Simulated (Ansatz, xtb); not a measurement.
Ranking isomers of CH5O2Si−

4 gas-phase structures of CH5O2Si−, found in a search over its isomers (lower ones may exist). Each was relaxed with GFN2-xTB; where two conformers were screened, the lower at r2SCAN-D4/def2-SVPD//GFN2-xTB is listed:

A. `C[Si@H]([O-])O`, a singlet
B. `CO[SiH2][O-]`, a singlet
C. `[O-][SiH2]CO`, a singlet
D. a singlet given by its coordinates

D (Å):

```xyz
9

C    -0.0048    2.4225    0.0605
O     0.7999    1.3249    0.1011
O     1.2084   -1.3191   -0.0043
Si    0.1410   -0.2263   -0.0848
H     0.6004    3.3297    0.2066
H    -0.7787    2.4007    0.8472
H    -0.5306    2.5177   -0.9054
H    -0.6407   -0.0959   -1.3707
H    -0.9603   -0.2370    0.9489
```

Close contacts (Å): C1–O2 1.36, O2–Si4 1.70, O3–Si4 1.53, C1–H5 1.10, C1–H6 1.10, C1–H7 1.10, Si4–H8 1.51, Si4–H9 1.51.

Task: Make a reasoned guess at their ranking by r2SCAN-D4/def2-SVPD//GFN2-xTB single-point energy.

Result: Calculated order at r2SCAN-D4/def2-SVPD//GFN2-xTB: A (0.0), B (22.9), D (23.7), C (43.2) kcal/mol. Less than 1 kcal/mol parts B and D, so the order within that pair means little.

Energies above the lowest of each column, in kcal/mol; the last columns are at r2SCAN-D4/def2-SVPD geometries and were run for some of them only (a dash: not run or not comparable):

```tsv
structure	GFN2-xTB	HF/STO-3G	r2SCAN-D4/def2-SVPD//GFN2-xTB	r2SCAN-D4/def2-SVPD	CCSD(T)/def2-SVPD + ΔMP2/def2-TZVPPD
A	4.2	0.0	0.0	0.0	0.0
B	0.0	11.0	22.9	22.2	23.5
D	0.7	13.1	23.7	23.2	24.7
C	31.1	25.2	43.2	–	–
```

CCSD(T)/def2-SVPD + ΔMP2/def2-TZVPPD puts A lowest of those it was run on; GFN2-xTB picks B. Flexible structures stand in one conformer each, not always the lowest. Frequencies (r2SCAN-D4/def2-SVPD) were run for A, B, D alone. ΔMP2 is the change of the MP2 energy from the smaller to the larger basis.

Over these structures GFN2-xTB departs from r2SCAN-D4/def2-SVPD//GFN2-xTB by 9.5 kcal/mol on average once a common shift is removed. A GFN2-xTB relaxation took about 0.27 s and the r2SCAN-D4/def2-SVPD//GFN2-xTB energy about 4.5 s on a shared host (Ansatz 0.2.0, xtb 6.7.1).
